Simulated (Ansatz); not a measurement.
A structure relaxed at PBE-D4/def2-SVP in Ansatz, charge 0, singlet:

Cartesian coordinates in Å:
```
C -0.749 -0.356 0.920
F 1.637 -1.174 -1.400
F 1.820 1.637 -0.163
F -0.387 0.997 -2.208
Sn 0.545 0.259 -0.669
H -1.276 0.539 1.297
H -0.125 -0.809 1.711
H -1.464 -1.093 0.511
```

Question: Give its formula, name or SMILES.

Answer: SnMeF3 (CH₃F₃Sn).

Question: Summarise the bond lengths by kind (pairs closer than 1.2 times the sum of covalent radii, bridged metal pairs left out).

Answer: 3 × F–Sn 1.94 Å; 1 × C–Sn 2.14 Å; 3 × C–H 1.11 Å.

In the def2 sets Sn takes a core potential; there is no spin–orbit coupling.
